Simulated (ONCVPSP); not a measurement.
Al (Z = 13): one change to an ONCV potential, before and after

```
Element                 : Al (Z = 13)
Generator               : ONCVPSP 4.0.1
Type                    : optimised norm-conserving Vanderbilt (ONCV)
Functional              : PBE
Relativity              : scalar-relativistic
Frozen core             : [Ne]
Valence charge          : 3
Reference configuration : 3s1.5 3p1.5
Partial waves           : 3s: rc 2.20 bohr, ncon 3, nbas 6, qcut 2.7 1/bohr, 2 projectors, debl 2.4 Ha; 3p: rc 2.20 bohr, ncon 3, nbas 7, qcut 3.7 1/bohr, 2 projectors, debl 2 Ha; d scattering state at 0.24 Ha: rc 2.35 bohr, ncon 4, nbas 7, qcut 4.5 1/bohr, 2 projectors, debl 3.7 Ha
Local potential         : polynomial inside 1.80 bohr (lpopt 5, dvloc0 0 Ha)
Core correction         : Teter function, fcfact 1.5, rcfact 1.25
```

All-electron outer shells of the reference configuration (PBE, scalar-relativistic, ld1.x):

```tsv
shell	level (eV)	outermost node (bohr)	outermost maximum (bohr)
2s	-109.10	0.16	0.50
2p	-70.57	–	0.43
3s	-8.18	0.80	2.09
3p	-3.04	0.82	2.61
```

Change: p: qcut 5.

Cutoffs: the cutoffs (Ha) at which the residual kinetic energy of the hardest occupied pseudo-wave falls to 1 and 0.1 mHa per electron; they do not see the model core or the augmentation charge, which bear on the density cutoff. Errors are all-electron minus pseudo energies relative to the spin-unpolarised reference configuration.

Task: What does the change do?

Result: The potential gets neither clearly harder nor softer (6.3 Ha and 18 Ha → 6.3 Ha and 18 Ha); of the 4 tests that both files solve, the error grows in 0 and shrinks in 1 by more than 15 % and 0.3 meV (median size 2.1 → 2.2 meV); neither file shows a bound ghost.

```csv
quantity,base,changed
"cutoff, loose",6.3 Ha,6.3 Ha
"cutoff, tight",18 Ha,18 Ha
loose cutoff by channel,"s 6.3 Ha, p 2.1 Ha","s 6.3 Ha, p 2.2 Ha"
bound ghosts,none,none
GHOST(+) flags under 300 eV,none,none
"error for 3s2 3p1, meV [ΔE -2.55 eV]",-1.6,-1.7
"error for 3s2 3p0, meV [ΔE 3.22 eV]",-4.9,-5.0
"error for 3s1 3p0, meV [ΔE 22.44 eV]",-1.0,+0.4
"error for 3s2 3p0.5, meV [ΔE -0.46 eV]",-2.5,-2.7
s: phases at 2.24 bohr within 0.05 rad from the reference energy up to (Ha; the scan ends near 5),2.7,2.7
p: phases at 2.24 bohr within 0.05 rad from the reference energy up to (Ha; the scan ends near 5),2.8,2.9
d: phases at 2.39 bohr within 0.05 rad from the reference energy up to (Ha; the scan ends near 5),2.3,2.3
"rms error of d²Exc/dni dnj with the model core, mHa",1.00,0.99
```

Base: The cutoffs count occupied waves only; projector 2 of the d channel, the hardest unoccupied one, needs 38 Ha at the loose tolerance. Changed file: The cutoffs count occupied waves only; projector 2 of the d channel, the hardest unoccupied one, needs 38 Ha at the loose tolerance.
